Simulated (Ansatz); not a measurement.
Basis-set extrapolation for FH$_{2}$OPSi (PBE0-D4/def2-TZVP geometry, frozen core, the Gaussian-basis code of Ansatz). Multiplicity 1, RHF reference.

```csv
,def2-TZVPP,def2-QZVPP
HF,-805.328641,-805.356936
MP2 correlation,-0.731488,-0.795289
CCSD(T) correlation,-0.788739,not run
```

Energies in hartree. Use E(X) = E(∞) + A·exp(−7.88·√X) for Hartree–Fock and E(X) = E(∞) + B·X^(−2.97) for correlation, with X = 3 and 4, and add CCSD(T) minus MP2 of the smaller set to the MP2 limit.

Question: What is the CCSD(T) energy at the basis-set limit?

Answer: HF limit: -805.356936 + (-0.028295) × 0.13774 = -805.36083. MP2 limit: -0.795289 + (-0.063801) × 0.74074 = -0.84255. Higher-order term: -0.788739 − (-0.731488) = -0.05725. Total: -806.26063 hartree, 3.90 eV below CCSD(T)/def2-TZVPP.
